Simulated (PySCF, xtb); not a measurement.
hexafluorophosphate (F₆P), SMILES F[P-](F)(F)(F)(F)F, charge -1.

Harmonic wavenumbers (cm⁻¹) from GFN2-xTB in xtb at its own minimum, in rising order: 240, 240, 240, 377, 377, 377, 451, 451, 451, 496, 496, 628, 748, 748, 749.

Task: What does TPSSh-D3(BJ)/def2-SVPD (PySCF) give at its own minimum? (The exact figures need the calculation; the answer reports its results.)

Result: 285, 285, 285, 430, 430, 430, 523, 523, 523, 561, 561, 700, 860, 860, 860. Paired by order, the mean absolute difference is 70 cm⁻¹ and the zero-point energies are 10.1 and 11.6 kcal/mol.
